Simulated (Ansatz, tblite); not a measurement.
Series V(NH)X3: vertical triplet (eV) at several levels, gas phase, relaxed structures; Ansatz, xTB through tblite. xTB has no spin-polarisation term. Names give formal oxidation states. The structures are stationary points that may keep the symmetry of their start. Remarks come from the PBE and PBE0 runs and from stability tests at other levels; not every state was tested. HOMO above LUMO (over both spins in singlets and doublets, within one spin in higher multiplets; at PBE or PBE0), or a gap under 0.15 eV within one spin, warns that the state may not be the lowest or that an electron is smeared out.

```csv
species,state,geometry,GFN1-xTB,GFN2-xTB,PBE-D4/def2-TZVP,r2SCAN-D4/def2-TZVP,PBE0-D4/def2-TZVP,remarks
V(NH)Cl3 (VNCl3H),singlet,PBE-D4/def2-SVP,2.19,2.40,2.82,2.62,2.34,"restricted SCF unstable in HF, gap within one spin near zero at PBE or PBE0 (triplet)"
V(NH)F3 (VNF3H),singlet,PBE-D4/def2-SVP,2.59,3.20,3.45,3.04,2.60,restricted SCF unstable in HF
V(NH)(OH)3 (VNO3H4),singlet,PBE0-D4/def2-SVP,3.18,3.72,4.24,3.91,3.49,restricted SCF unstable in HF
```

Over the 3 species that have every level, the mean is 2.66 at GFN1-xTB, 3.11 at GFN2-xTB, 3.50 at PBE-D4/def2-TZVP, 3.19 at r2SCAN-D4/def2-TZVP, 2.81 at PBE0-D4/def2-TZVP.
